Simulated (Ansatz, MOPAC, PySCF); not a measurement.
Isomers of CHBO. Gas-phase values, no solvent. Strings in code marks are SMILES.

Quantity: electronic energy of isomers of CHBO relative to `B=C=O`, in kcal/mol. The restricted reference of `B1=CO1` and `B=C=O` is unstable towards unrestricted orbitals. Semi-empirical values (MOPAC) are differences of heats of formation.

Level 1: frozen-core CCSD(T)/cc-pVTZ // B3LYP-D3(BJ)/def2-TZVP (Ansatz, a program for electronic structure)
Level 2: B3LYP/3-21G // B3LYP-D3(BJ)/def2-TZVP (PySCF)
Level 3: B3LYP/6-311+G** // B3LYP-D3(BJ)/def2-TZVP (PySCF)
Level 4: PM7 // B3LYP-D3(BJ)/def2-TZVP (MOPAC)

| species | level 1 | level 2 | level 3 | level 4 |
|---|---|---|---|---|
| `B1=CO1` | 22.8 | 36.1 | 30.8 | 25.5 |
